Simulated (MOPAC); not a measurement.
Input for MOPAC: PM3 on CH4BFO (SMILES CB(O)F), a point of a torsion scan.

```
PM3 1SCF PRECISE CHARGE=0 THREADS=1
CH4BFO

C     -0.92220246 1    -0.18281828 1    -0.05833811 1
B      0.53718172 1     0.37804216 1     0.17223598 1
O      1.61205839 1    -0.14415622 1    -0.41719001 1
F      0.69507585 1     1.52406739 1     0.86178999 1
H     -1.58318582 1     0.59357666 1    -0.43474277 1
H     -0.93336212 1    -1.01404257 1    -0.75464850 1
H     -1.34820264 1    -0.52419869 1     0.88265937 1
H      2.46551733 1     0.02263928 1    -0.01684600 1
```

The log:

```
*******************************************************************************
 **                                                                           **
 **                              MOPAC v23.2.5                                **
 **                                                                           **
 *******************************************************************************
 ** MOPAC's Digital Object Identifier: https://doi.org/10.5281/zenodo.6511958 **
 **                                                                           **
 ** Please cite the open-source release paper for use of this MOPAC version:  **
 ** J. E. Moussa and J. J. P. Stewart (2026)                                  **
 ** MOPAC: An open-source semiempirical molecular orbital program             **
 ** J. Open Source Softw., 11(119), 8025, https://doi.org/10.21105/joss.08025 **
 *******************************************************************************

                              PM3 CALCULATION RESULTS

 *******************************************************************************
 *  PM3        - The PM3 Hamiltonian to be used
 *
 *
 *
 *                 CHARGE ON SYSTEM = 0
 *
 *
 *
 *  PRECISE    - TIGHTER CRITERIA TO BE USED
 *  1SCF       - DO 1 SCF AND THEN STOP
 *  THREADS=1  - MULTI-THREADING NOT USED
 *  T=         - A TIME OF 172800.0 SECONDS REQUESTED
 *  DUMP=N     - RESTART FILE WRITTEN EVERY 7200.0 SECONDS REQUESTED
 *******************************************************************************
PM3 1SCF PRECISE CHARGE=0 THREADS=1
 CH4BFO

   ATOM   CHEMICAL          X               Y               Z
  NUMBER   SYMBOL      (ANGSTROMS)     (ANGSTROMS)     (ANGSTROMS)

     1       C         -0.92220246  *  -0.18281828  *  -0.05833811  *
     2       B          0.53718172  *   0.37804216  *   0.17223598  *
     3       O          1.61205839  *  -0.14415622  *  -0.41719001  *
     4       F          0.69507585  *   1.52406739  *   0.86178999  *
     5       H         -1.58318582  *   0.59357666  *  -0.43474277  *
     6       H         -0.93336212  *  -1.01404257  *  -0.75464850  *
     7       H         -1.34820264  *  -0.52419869  *   0.88265937  *
     8       H          2.46551733  *   0.02263928  *  -0.01684600  *



          CARTESIAN COORDINATES

    NO.       ATOM           X           Y           Z

     1         C         -0.9222     -0.1828     -0.0583
     2         B          0.5372      0.3780      0.1722
     3         O          1.6121     -0.1442     -0.4172
     4         F          0.6951      1.5241      0.8618
     5         H         -1.5832      0.5936     -0.4347
     6         H         -0.9334     -1.0140     -0.7546
     7         H         -1.3482     -0.5242      0.8827
     8         H          2.4655      0.0226     -0.0168

  H: (PM3): J. J. P. STEWART, J. COMP. CHEM. 10, 209 (1989).
  B: (PM3): J. J. P. STEWART, J. MOL. MOD., 10, 155-164 (2004)
  C: (PM3): J. J. P. STEWART, J. COMP. CHEM. 10, 209 (1989).
  O: (PM3): J. J. P. STEWART, J. COMP. CHEM. 10, 209 (1989).
  F: (PM3): J. J. P. STEWART, J. COMP. CHEM. 10, 209 (1989).

           Empirical Formula: C H4 O B F  =     8 atoms



      MOLECULAR POINT GROUP   :   C1


      RHF CALCULATION, NO. OF DOUBLY OCCUPIED LEVELS = 12


 -------------------------------------------------------------------------------
 PM3 1SCF PRECISE CHARGE=0 THREADS=1
 CH4BFO



     1SCF WAS SPECIFIED, SO BFGS WAS NOT USED
     SCF FIELD WAS ACHIEVED


                              PM3 CALCULATION
                                                       MOPAC v23.2.5 Linux




          FINAL HEAT OF FORMATION =       -185.10886 KCAL/MOL =    -774.49547 KJ/MOL


          COSMO AREA              =         94.11 SQUARE ANGSTROMS
          COSMO VOLUME            =         76.18 CUBIC ANGSTROMS

          IONIZATION POTENTIAL    =         12.953879 EV
          HOMO LUMO ENERGIES (EV) =        -12.954  1.101
          NO. OF FILLED LEVELS    =         12
          MOLECULAR WEIGHT        =         61.8504         POINT GROUP:  C1

          MOLECULAR DIMENSIONS (Angstroms)

            Atom       Atom       Distance
            H     8    H     5     4.11006
            H     6    F     4     3.11479
            H     7    O     3     1.77053


          SCF CALCULATIONS        =          1





   ATOM   CHEMICAL          X               Y               Z
  NUMBER   SYMBOL      (ANGSTROMS)     (ANGSTROMS)     (ANGSTROMS)

     1       C         -0.92220246  *  -0.18281828  *  -0.05833811  *
     2       B          0.53718172  *   0.37804216  *   0.17223598  *
     3       O          1.61205839  *  -0.14415622  *  -0.41719001  *
     4       F          0.69507585  *   1.52406739  *   0.86178999  *
     5       H         -1.58318582  *   0.59357666  *  -0.43474277  *
     6       H         -0.93336212  *  -1.01404257  *  -0.75464850  *
     7       H         -1.34820264  *  -0.52419869  *   0.88265937  *
     8       H          2.46551733  *   0.02263928  *  -0.01684600  *

                             CARTESIAN COORDINATES

   1    C       -0.922202460    -0.182818280    -0.058338110
   2    B        0.537181720     0.378042160     0.172235980
   3    O        1.612058390    -0.144156220    -0.417190010
   4    F        0.695075850     1.524067390     0.861789990
   5    H       -1.583185820     0.593576660    -0.434742770
   6    H       -0.933362120    -1.014042570    -0.754648500
   7    H       -1.348202640    -0.524198690     0.882659370
   8    H        2.465517330     0.022639280    -0.016846000


           Empirical Formula: C H4 O B F  =     8 atoms



      MOLECULAR POINT GROUP   :   C1


                  EIGENVALUES
 -39.22765 -31.46624 -25.34791 -20.26222 -18.13301 -17.72712 -17.31605 -14.62948
 -14.01590 -13.68615 -13.52852 -12.95388   1.10086   2.21067   3.61819   4.12975
   4.30097   4.33810   4.45500   5.38493


              NET ATOMIC CHARGES AND DIPOLE CONTRIBUTIONS

  ATOM NO.   TYPE          CHARGE      No. of ELECS.   s-Pop       p-Pop
    1          C          -0.082176        4.0822     1.09987     2.98230
    2          B          -0.053327        3.0533     1.06334     1.98999
    3          O          -0.185269        6.1853     1.69319     4.49208
    4          F          -0.120462        7.1205     1.59794     5.52252
    5          H           0.075199        0.9248     0.92480
    6          H           0.069550        0.9304     0.93045
    7          H           0.075573        0.9244     0.92443
    8          H           0.220911        0.7791     0.77909
 DIPOLE           X         Y         Z       TOTAL
 POINT-CHG.    -0.367    -1.069    -0.255     1.159
 HYBRID         0.816     0.197     0.348     0.909
 SUM            0.449    -0.872     0.093     0.985


          ATOMIC ORBITAL ELECTRON POPULATIONS

     Atom    s        px        py        pz
    1  C   1.09987   0.93642   1.02065   1.02523
    2  B   1.06334   0.81346   0.65623   0.52030
    3  O   1.69319   1.21532   1.72082   1.55593
    4  F   1.59794   1.94881   1.73627   1.83743
    5  H   0.92480
    6  H   0.93045
    7  H   0.92443
    8  H   0.77909

 **********************
 *                    *
 * JOB ENDED NORMALLY *
 *                    *
 **********************




 == MOPAC DONE ==
```

The run finished.

Cost: around 0.03 core-seconds (rough).
